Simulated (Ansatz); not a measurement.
S, charge -1, doublet (a gas-phase anion, which may not be bound at this level). Base run: Ansatz (a quantum-chemistry and plane-wave program) with MP2/6-311G**.

Ansatz was given this input:
Ansatz 0.2 input:
```yaml
crystal:
  periodic: [false, false, false]
  atoms:
    - {symbol: S, position_ang: [0.00000000, 0.00000000, 0.00000000]}
basis:
  gaussian:
    orbitals: 6-311G__.json
total_charge: -1
magnetization: {spin_polarized: true, initial_magnetization: 1}
correlation: {method: mp2}
```
The basis file holds 6-311G** in the JSON format of the Basis Set Exchange.

The base run was repeated with changes; each row names its change, and settings that it needs were set with it.

| change | basis functions | E (Eh) | MP2 correlation (Eh) |
|---|---|---|---|
| base | 27 | -397.63429 | -0.10244 |
| basis = 6-31G | 13 | -397.52249 | -0.03096 |
| basis = pcseg-0 | 13 | -397.03550 | -0.02904 |
| basis = pcseg-1 | 18 | … | … |
| basis = pc-1 | 18 | … | … |
| basis = cc-pVDZ | 18 | -397.60991 | -0.10291 |
| basis = 6-31G** | 19 | -397.58862 | -0.09310 |
| basis = 6-31+G* | 23 | -397.60798 | -0.09824 |
| basis = aug-pcseg-1 | 27 | … | … |
| basis = def2-TZVP | 37 | -397.67186 | -0.14678 |
| basis = aug-cc-pVTZ | … | … | … |
| basis = cc-pVQZ | 59 | -397.70619 | -0.16573 |
| basis = def2-QZVP | 70 | -397.70958 | -0.16712 |

Problem. Fill in the missing entries.

Solution. 
- basis = pcseg-1, E (Eh): -397.59265
- basis = pcseg-1, MP2 correlation (Eh): -0.09972
- basis = pc-1, E (Eh): -397.60078
- basis = pc-1, MP2 correlation (Eh): -0.10014
- basis = aug-pcseg-1, E (Eh): -397.61569
- basis = aug-pcseg-1, MP2 correlation (Eh): -0.11649
- basis = aug-cc-pVTZ, basis functions: 50
- basis = aug-cc-pVTZ, E (Eh): -397.69940
- basis = aug-cc-pVTZ, MP2 correlation (Eh): -0.15683

Totals compare only among sets that treat the same electrons; sets with core potentials leave the core out.

A gas-phase anion may not be bound at this level; its values then depend on the basis.
